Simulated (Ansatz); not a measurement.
`C[SiH2]BN` + H–F → `NBF` + `C[SiH3]` at 700 K and 1 bar (cleavage of the B–Si bond).

Gas-phase electronic energies from Ansatz, PBE0-D4/def2-TZVP geometries. CCSD(T)/CBS is the MP2 limit (def2-TZVPP, def2-QZVPP) plus CCSD(T) − MP2 in def2-TZVPP, frozen cores. This one scheme is used for every species. Each species was taken in one conformer, which may not be the lowest.

```csv
species,CCSD(T)/CBS energy (Eh),H − E (kJ/mol),S (J/(mol·K))
`C[SiH2]BN`,-411.48345,327.8,458.3
H–F,-100.39570,45.2,198.5
`NBF`,-181.19761,153.7,318.4
`C[SiH3]`,-330.73916,210.8,332.0
```

H − E and S are ideal-gas, rigid-rotor, harmonic terms from PBE0-D4/def2-TZVP, for one conformer and one mirror image of each species. 1 Eh = 2625.50 kJ/mol, R = 8.31446 J/(mol·K).

By hand: ΔE, ΔH, ΔS and ΔG.

ΔE = (-181.19761) + (-330.73916) − (-411.48345) − (-100.39570) = -0.05762 Eh = -151.3 kJ/mol. Δ(H − E) = 153.7 + 210.8 − 327.8 − 45.2 = -8.5, so ΔH = -159.8 kJ/mol. ΔS = 318.4 + 332.0 − 458.3 − 198.5 = -6.4 J/(mol·K). ΔG = -159.8 − 700 × (-6.4)/1000 = -155.3 kJ/mol.

By hand: the equilibrium constant, and the temperature at which ΔG would vanish if ΔH and ΔS stayed fixed.

log₁₀ K = −ΔG/(RT ln 10) = 11.6. ΔG = 0 at ΔH/ΔS = 24969 K, far beyond where these terms or the molecules hold.

The number of gas molecules stays the same, so ΔS is small and ΔH decides. A doubt of 5 kJ/mol in ΔE shifts log₁₀ K by 0.4 here. Other conformers and mirror images would add mixing entropy, several J/(mol·K) or more a flexible species. These are equilibria of isolated gas molecules and say nothing of rates. Largest T1 diagnostic: 0.012 (customary marks: 0.02 for closed shells, 0.045 for open ones).
